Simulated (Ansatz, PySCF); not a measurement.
CH₇ClN₂Si₂, SMILES N[Si@]1(Cl)NC[SiH2]1.

Coordinates come from a B3LYP-D3(BJ)/def2-SVP optimisation. The structure was generated by enumeration; whether it is a known compound was not checked. One conformer was computed; it need not be the lowest.

Vertical ionisation energy (IE) and electron affinity (EA) in eV. Rows of orbital energies are one-electron estimates. Where ΔSCF, EOM or ADC give a negative EA the extra electron is unbound and the value depends on the basis.

```
level                                                                       IE     EA
------------------------------------------------------------------------  ----  -----
−ε(HOMO), −ε(LUMO), ωB97X/def2-TZVP (PySCF)                                  …      …
−ε(HOMO), −ε(LUMO), PBE/def2-TZVP (PySCF)                                 5.79   0.71
ΔSCF, CAM-B3LYP/def2-SVPD (Ansatz), final states of multiplicity 2 and 2  9.11  -1.48
ΔSCF, PBE/def2-SVPD (Ansatz), final states of multiplicity 2 and 2        8.51  -1.08
```

Problem. Complete the blanks. (An estimate is asked for; the answer gives what the named calculation found.)

Solution. 
- −ε(HOMO), −ε(LUMO), ωB97X/def2-TZVP (PySCF), IE: 9.36
- −ε(HOMO), −ε(LUMO), ωB97X/def2-TZVP (PySCF), EA: -2.08

Problem. What vertical singlet–triplet gap does ΔSCF give with CAM-B3LYP/def2-SVPD (Ansatz, a program for electronic structure) and with PBE/def2-SVPD (Ansatz)? (An estimate is asked for; the answer gives what the named calculation found.)

Solution. 5.66 and 5.01 eV (triplet above singlet where positive).
